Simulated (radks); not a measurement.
Values are calculated unless marked as measured or tabulated.
Task: Ionisation of neutral holmium, [Xe] 4f11 6s2, to Ho+, [Xe] 4f11 6s1, under several functionals. Dirac Kohn-Sham, spin-unpolarised, spherical densities, finite nucleus; open shells are shared between the two j in proportion to 2j + 1; a radial shooting solver on a logarithmic mesh with Libxc functionals. Known Delta-SCF values: exchange-only B88 5.733 eV; XLYP 6.291 eV; SOGGA 6.215 eV. What does HCTH/407 give, and what is its highest occupied eigenvalue?

Result: 6.251 eV by Delta-SCF; the 4f7/2 eigenvalue is -3.471 eV. NIST: 6.022 eV (measured).

Beside tabulated values, note that spin-unpolarised runs miss the spin-polarisation part of the exchange energy of open shells.
